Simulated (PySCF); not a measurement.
## Simulated absorption spectrum

Cu(PH3)(N(SiH3)2) (singlet state).
SMILES: `[SiH3][N]([SiH3])[Cu]<-[PH3]`

Computed, not measured: TDDFT CAM-B3LYP/def2-SVPD, vertical, gas phase, core orbitals frozen in the response (PySCF). Geometry: PBE0-D3(BJ)/def2-SVP; no solvent, vibrations or thermal averaging.

Computed states:

| state | E (eV) | f |
| --- | --- | --- |
| S1 | 4.61 | 0.0000 |
| S2 | 4.85 | 0.024 |
| S3 | 4.87 | 0.075 |
| S4 | 5.09 | 0.035 |
| S5 | 5.12 | 0.034 |
| S6 | 5.58 | 0.0000 |
| S7 | 5.83 | 0.0000 |
| S8 | 5.84 | 0.0001 |
| S9 | 5.88 | 0.0003 |
| S10 | 6.03 | 0.0054 |
| S11 | 6.04 | 0.0062 |
| S12 | 6.11 | 0.010 |
| S13 | 6.15 | 0.080 |
| S14 | 6.41 | 0.0009 |

Each state is given a Gaussian of 0.4 eV full width at half maximum, with ε(max) = 2.175×10⁸ f / Δν̃ (Δν̃ the width in cm⁻¹). The width is an assumption, not a result. The curve ends short of the highest state used, and states not computed would add to its high-energy end.

Q: What does the envelope look like, and where are its maxima?

A: 
λ (nm), ε (L mol⁻¹ cm⁻¹) and a bar:
```
    213.6       1188 ####
    216.3        520 ##
    219.0        221 #
    221.8        151 #
    224.5        263 #
    227.2        585 ##
    230.0       1216 ####
    232.7       2155 #######
    235.4       3378 ###########
    238.2       4810 ################
    240.9       6175 #####################
    243.6       7370 #########################
    246.4       8302 ############################
    249.1       8815 ##############################
    251.8       8875 ##############################
    254.6       8427 ############################
    257.3       7542 #########################
    260.0       6338 #####################
    262.8       4942 #################
    265.5       3639 ############
    268.2       2513 ########
    271.0       1604 #####
    273.7        979 ###
    276.4        565 ##
    279.2        302 #
    281.9        157 #
    284.6         78 
    287.4         36 
    290.1         16 
    292.8          7 
    295.6          3 
    298.3          1 
    301.0          0 
    303.8          0 
    306.5          0 
    309.2          0
```

Maxima: 251 nm (4.94 eV), ε about 8900, made up of S2 (16%), S3 (51%), S4 (18%) and S5 (15%) (ε in L mol⁻¹ cm⁻¹; maxima over ε = 5, shares over 10%). At its high-energy end, 5.81 eV, the curve is still rising (ε about 1300, from S10, S11, S12 and S13).

Q: What would ε be at 4.94 eV, the highest of these maxima, with half the width (0.2 eV)?

A: About 10400 L mol⁻¹ cm⁻¹ against 8910, a factor of about 1.2; a lone state at its own centre would give exactly 2.

Q: Coming from long wavelengths, where does ε first pass 100 L mol⁻¹ cm⁻¹?

A: At about 284 nm (4.37 eV), 0.24 eV below S1.

Q: On this curve, what absorbance would a 10⁻⁵ mol/L sample give at 266 nm over a 1 cm path?

A: 266 nm is 4.661 eV, where ε is about 3400 L mol⁻¹ cm⁻¹, so A = ε c l ≈ 0.034 (Beer–Lambert, with the gas-phase spectrum and the assumed width).
